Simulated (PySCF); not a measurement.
Excitation energy of O+ by level of theory

O+ [He] 2s2 2p3 (4S) → O+ [He] 2s1 2p4 (4P), as a difference of total energies. All numbers are calculated (PySCF 2.14, scalar relativity by spin-free X2C-1e, in dyall-acv3z). Correlated levels: valence and next inner shell: nothing frozen; virtual orbitals above 40 to 60 times the deepest correlated orbital energy dropped. The calculations carry no spin-orbit coupling.

```
                                method  excitation energy (eV)  error (eV)
                                   UHF                  14.953      +0.083
    MP2 (valence and next inner shell)                  15.018      +0.148
SCS-MP2 (valence and next inner shell)                  15.045      +0.175
   CCSD (valence and next inner shell)                  14.949      +0.079
CCSD(T) (valence and next inner shell)                  14.932      +0.062
```

Reference: 14.870 eV (measured; NIST levels, between the centres of gravity of the two terms).

Errors of the correlated levels include the incompleteness of this basis.
